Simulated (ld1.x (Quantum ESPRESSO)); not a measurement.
Pseudopotential generation for hafnium (Hf): ultrasoft, PBE, scalar-relativistic.

- Element: hafnium (Hf)
- Generator: ld1.x (Quantum ESPRESSO) 7.5
- Type: ultrasoft
- Functional: PBE
- Relativity: scalar-relativistic
- Frozen core: [Xe] 4f14
- Valence charge: 4
- Reference configuration: 5d2 6s2 6p0
- Partial waves: 6s (bound): rcut 2.20, rcutus 2.85 bohr; 6s channel at 1.85 Ry: rcut 2.20, rcutus 2.85 bohr; 6p (bound, empty): rcut 4.12, rcutus 4.36 bohr; 6p channel at 0.4 Ry: rcut 4.12, rcutus 4.36 bohr; 5d (bound): rcut 1.65, rcutus 2.15 bohr; 5d channel at 1 Ry: rcut 1.65, rcutus 2.15 bohr
- Local potential: all-electron potential smoothed inside 3.45 bohr (lloc = -2)
- Core correction: a·sin(br)/r model core inside 1.40 bohr
- Augmentation charge: built from norm-conserving waves at rcut, not smoothed further

* Cutoffs needed: 18 Ry and 21 Ry (the cutoffs (Ry, on a coarse ladder) from which the occupation-weighted sum of valence levels, in a spherical-Bessel basis at the reference potential, stays within 10 and 1 mRy of its value at 400 Ry)
* Ghost test: no extra level below or beside the all-electron valence levels (s, p, d, f tested) (spherical-Bessel basis up to 400 Ry, 20 bohr box)
* Largest excitation error: -275 meV (all-electron minus pseudo) for 5d1 6s0 6p0, out of 7 test configurations
* Lowest eigenvalue of the overlap operator: 0.49 (s channel)
